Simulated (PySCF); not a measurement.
Species: C3H3F3Ge.
Z-matrix (Å and degrees, PBE0-D3(BJ)/def2-SVP geometry), rows numbered from 1:
```
F 
C   1  1.3210
C   2  1.3513  1  127.41
F   3  1.3173  2  128.02  1    -0.24
Ge  3  1.9287  2   91.17  1   178.31
F   5  1.7436  3  115.43  2   108.95
C   2  1.5003  1  122.36  3   179.44
H   5  1.5297  3  124.18  2  -119.01
H   7  1.1008  2  114.38  1    66.95
H   7  1.1009  2  114.16  1   -60.69
```

Computed with PBE0-D3(BJ)/def2-SVP geometry optimisation, gas phase (PySCF).

Take the most abundant isotopes and a rigid rotor. 

Question: What are A, B and C (MHz)?

Answer: Ia = 161.12, Ib = 382.26, Ic = 479.32 u·Å²; 505379 MHz·u·Å²/I gives A = 3137, B = 1322, C = 1054 MHz.

Question: What kind of rotor is it?

Answer: An asymmetric top: κ = (2 × 1322 − 3137 − 1054)/(3137 − 1054) = -0.74.

Question: What does the inertial defect say?

Answer: Not planar: Δ = Ic − Ia − Ib = -64.05 u·Å². For a rigid frame Δ = −2 Σ m c², so Σ m c² = 32.03 u·Å² lies off the ab plane: 4.09 from hydrogen and 27.93 from heavier atoms. The atom farthest from that plane is 1.58 Å away.

Question: Predict some low-J microwave lines.

Answer: The dipole components are |μa| = 0.37 D, |μb| = 1.50 D, |μc| = 1.79 D. The squared components, which scale the intensities, stand as 0.04 : 0.70 : 1.00 (a : b : c). Some of the stronger lines:

```tsv
type	branch	J(Ka,Kc)	MHz	lower level (cm⁻¹)
b	R	3(1,2) ← 2(2,1)	2069	0.498
b	Q	2(1,1) ← 2(0,2)	2378	0.237
b	Q	3(1,2) ← 3(0,3)	2869	0.471
b	Q	3(2,1) ← 3(1,2)	5196	0.567
c	Q	2(2,1) ← 2(1,1)	5444	0.316
b	Q	2(2,1) ← 2(1,2)	6247	0.289
c	R	2(1,1) ← 1(0,1)	7103	0.079
b	Q	4(2,3) ← 4(1,4)	7229	0.811
b	Q	3(3,0) ← 3(2,1)	9625	0.740
b	R	4(1,4) ← 3(0,3)	10185	0.471
c	R	2(2,0) ← 1(1,0)	10492	0.149
c	R	2(2,1) ← 1(1,1)	10732	0.140
b	Q	4(4,1) ← 4(3,2)	13595	1.380
b	R	4(2,3) ← 3(1,2)	14545	0.567
c	R	4(2,2) ← 3(1,2)	14939	0.567
c	R	4(2,3) ← 3(1,3)	16149	0.513
b	R	4(2,2) ← 3(1,3)	16544	0.513
b	R	4(3,2) ← 3(2,1)	19179	0.740
b	R	4(3,1) ← 3(2,2)	19327	0.736
```

Question: Estimate the classical rotational partition function at 10 K, 298.15 K and 500 K.

Answer: Point group C1, symmetry number σ = 1; q = (√π/σ)·√((kT/h)³/(ABC)), k/h = 20836.6 MHz/K: 2550 at 10 K, 415000 at 298.15 K, 901000 at 500 K.

Not checked by PBE0-D3(BJ)/def2-SVP frequencies. Zero-point vibration and centrifugal distortion are left out.
